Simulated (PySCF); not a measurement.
C₃H₆OSi₂. Atoms are numbered in the order given.

```xyz
12

O      2.9997    -0.4265     0.2935
C      1.9507    -0.3952    -0.2985
Si     0.4023     0.5554     0.3560
C     -0.7436     1.1295    -1.0331
C     -1.8254     0.3138    -0.9651
Si    -1.5272    -0.7676     0.5565
H      1.8235    -0.9667    -1.2629
H      0.8474     1.5464     1.3791
H     -0.6255     1.9093    -1.7978
H     -2.6594     0.3583    -1.6787
H     -1.4672    -2.2436     0.3199
H     -2.4571    -0.5096     1.6985
```
Charge 0, spin multiplicity 1.

Coordinates come from a PBE0-D3(BJ)/def2-SVP optimisation. The structure was generated by enumeration; whether it is a known compound was not checked. One conformer was computed; it need not be the lowest.

All values below come from PBE/pcSseg-1 run with PySCF.

GIAO shieldings, no solvent; atoms listed in one row are averaged. δ = σ(ref) − σ: ¹⁷O against H2O (σ = 334.3 ppm); ¹³C against TMS (σ = 182.0 ppm); ²⁹Si against TMS (σ = 335.4 ppm); ¹H against TMS (σ = 31.49 ppm), references at their B3LYP-D3(BJ)/def2-TZVP geometries, non-relativistic.

Computed chemical shifts:
| nucleus | atoms | count | δ (ppm) |
|---|---|---|---|
| ¹⁷O | O1 | 1 | 922.4 |
| ¹³C | C2 | 1 | 243.0 |
| ¹³C | C5 | 1 | 174.9 |
| ¹³C | C4 | 1 | 171.0 |
| ²⁹Si | Si3 | 1 | -39.8 |
| ²⁹Si | Si6 | 1 | -58.9 |
| ¹H | H7 | 1 | 12.81 |
| ¹H | H10 | 1 | 8.16 |
| ¹H | H9 | 1 | 7.84 |
| ¹H | H11 | 1 | 5.27 |
| ¹H | H8 | 1 | 5.16 |
| ¹H | H12 | 1 | 5.15 |
